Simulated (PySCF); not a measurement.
GaCl4, SMILES [Cl][Ga-]([Cl])([Cl])[Cl], charge -1. Atoms are numbered in the order given.

```xyz
5

Ga     0.0000     0.0000     0.0000
Cl     1.2888     1.2888    -1.2888
Cl    -1.2888     1.2888     1.2888
Cl    -1.2888    -1.2888    -1.2888
Cl     1.2888    -1.2888     1.2888
```
Charge -1, spin multiplicity 1.

Coordinates come from a B3LYP-D3(BJ)/def2-SVPD optimisation. The isomer is the one that the SMILES or the coordinates give; other isomers of the formula were not compared.

Level of theory: B3LYP/pcSseg-1 (PySCF).

GIAO shieldings, no solvent; atoms alike by connectivity are averaged. δ = σ(ref) − σ: ³⁵Cl against HCl (σ = 933.3 ppm), references at their B3LYP-D3(BJ)/def2-TZVP geometries, non-relativistic (without spin–orbit terms, shifts of atoms bonded to Cl or Br come out too high).

Question: Estimate the chemical shifts. (An estimate is asked for; the answer gives what the named calculation found.)

Answer: 
```tsv
nucleus	atoms	count	δ (ppm)
³⁵Cl	Cl2, Cl3, Cl4, Cl5	4	49.3
```
